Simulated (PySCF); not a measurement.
# Spin states of KNa

Unrestricted PBE0; K pcseg-2, Na pcseg-2; no relativity (PySCF 2.14). Outer shells of the fragments: K 4s1; Na 3s1.

Followed along the bond (rough minima from three points):

```
2Ms+1  unpaired  ⟨S²⟩ at the start  R at minimum (Å)  Te (eV)
    1      none               0.00              3.54     0.00
    3  σ ↑, π ↑               2.00              3.46     1.41
    3      σ ↑↑               2.00  none in the scan   ≤ 0.59
```

Solutions found at the starting distance of 3.520 Å, counted from the lowest of them; the search is not exhaustive and high or unbound solutions are not listed, so other states can lie among these:

| 2Ms+1 | unpaired | term | E (eV) | ⟨S²⟩ | ⟨Lz²⟩ | μ (D) |
| --- | --- | --- | --- | --- | --- | --- |
| 1 | none | ¹Σ⁺ | 0.00 | 0.00 | 0.00 | -3.00 |
| 3 | σ ↑↑ | ³Σ⁺ | 0.81 | 2.00 | 0.00 | 0.45 |
| 3 | σ ↑, π ↑ | ³Π | 1.41 | 2.00 | 1.00 | -3.44 |
| 1 | σ ↑, π ↓ | mixed | 1.78 | 1.00 | 1.00 | -2.67 |

A term symbol is given only where ⟨S²⟩ and ⟨Lz²⟩ are close to those of a pure state; real π, δ and φ orbitals otherwise mix terms. A positive dipole means K(−)Na(+).

Counting both spins, an empty level lies below a filled one in some of these solutions, because spin and occupation are held.
